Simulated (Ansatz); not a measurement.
# Abstraction of F: GeH3F + SiH(SiH3)2 → GeH3 + SiH(SiH3)2F

Species: GeH3F (fluorogermane) `[F][GeH3]`, singlet; SiH(SiH3)2, doublet; GeH3 `[GeH3]`, doublet; SiH(SiH3)2F, singlet. A radical takes F: the energy is the difference in strength between the Ge–F bond broken and the Si–F bond made.

Shapes, held fixed at every level: PBE0-D4/def2-TZVP. Programs: Ansatz 0.2.0. The zero-point and thermal change to 298 K, harmonic and unscaled (PBE0-D4/def2-TZVP), is -2.2 kJ/mol.

| level | kind | ΔH(298 K) (kJ/mol) | less CCSD(T)/def2-TZVPP | CPU time (sum over the molecules) |
| --- | --- | --- | --- | --- |
| SPW92/def2-TZVPP | LDA | -58.1 | -2.1 | 10 s |
| r2SCAN-D4/def2-TZVPP | meta-GGA | -55.3 | +0.7 | 36 s |
| wB97M-V/def2-TZVPP | range-separated hybrid | -66.7 | -10.7 | 88 s |
| B2PLYP/def2-TZVPP | double hybrid | -59.5 | -3.5 | 37 s |
| CCSD/def2-SVP | coupled cluster or CI | -41.9 | +14.1 | – |
| CCSD/def2-TZVPP | coupled cluster or CI | -57.7 | -1.7 | – |
| CCSD(T)/def2-TZVPP | coupled cluster or CI | -56.0 | 0.0 | 10 min |

The highest level, CCSD(T)/def2-TZVPP, gives ΔH(298 K) = -56.0 kJ/mol; the levels span -66.7 to -41.9. The column of differences is taken from that level and isn't an error. No measured value is set beside it here. Open shells run unrestricted. Relativity is left out for Ge. Outer-core shells of Ge are correlated in most correlated rows, in sets that cover them unevenly. Times are processor times on shared x86 and Arm servers, and rough.
